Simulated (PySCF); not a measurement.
A calculated (B3LYP, PySCF 2.14, cc-pVDZ-DK, scalar relativity by spin-free X2C-1e) atom or ion has these occupied shells.

| shell | electrons | orbital energy (eV) | rms radius, mean of both spins (bohr) |
| --- | --- | --- | --- |
| 1s α | 1 | -6477.9 | 0.0703 |
| 1s β | 1 | -6477.9 | 0.0703 |
| 2s α | 1 | -774.09 | 0.303 |
| 2s β | 1 | -771.75 | 0.303 |
| 2p α | 3 | -658.10 | 0.273 |
| 2p β | 3 | -656.11 | 0.273 |
| 3s α | 1 | -110.05 | 0.917 |
| 3s β | 1 | -103.83 | 0.917 |
| 3p α | 3 | -77.786 | 0.987 |
| 3p β | 3 | -71.218 | 0.987 |
| 3d α | 5 | -27.791 | 1.27 |

(1) Name the element and its charge.

Results:

(1) Mn(2+) (manganese, charge +2), in [Ar] 3d5, high-spin 6S determinant.
